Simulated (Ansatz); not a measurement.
(1) Predict a relaxed structure of GeH₂, charge 0, singlet, at r2SCAN-D4/def2-TZVP (Ansatz).

## Answers

(1) 
```csv
atom,x (Å),y (Å),z (Å)
Ge1,-0.1456,-0.7020,-0.2160
H2,0.1691,0.0025,1.1757
H3,-0.0236,0.6995,-0.9597
```
Point group C2v (tolerance 0.1 Å). This is one stationary point.
